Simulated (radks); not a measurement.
The numbers below are computed, except where a source is named.
Coulomb parameter of the 5d shell of neutral iridium in the model configuration [Xe] 4f14 5d8 6s1, as a second difference U = [E(n + 0.5) + E(n - 0.5) - 2 E(n)] / (0.5)^2 with all orbitals relaxed. "Bare": the charge of the atom changes with n. "Screened": the 6s shell takes up the change at fixed total charge, which measures U(5d,5d) + U(6s,6s) - 2 U(5d,6s). Level of theory: scalar-relativistic Kohn-Sham, PBE, spin-unpolarised, spherical densities, finite nucleus; Fermi nuclear charge, rms radius 5.4032 fm (a radial shooting solver on a logarithmic mesh with Libxc functionals).

case                   configuration  E - E(n) (eV)
start              [Xe] 4f14 5d8 6s1          0.000
bare +0.5        [Xe] 4f14 5d8.5 6s1         -1.651
bare -0.5        [Xe] 4f14 5d7.5 6s1          3.868
screened +0.5  [Xe] 4f14 5d8.5 6s0.5          0.168
screened -0.5  [Xe] 4f14 5d7.5 6s1.5          0.051

U(bare) = 8.867 eV, U(screened by 6s) = 0.876 eV, against the Slater integral F0(5d,5d) = 13.924 eV with frozen orbitals. The step up makes a negative ion, whose loosely bound charge lowers the bare value.
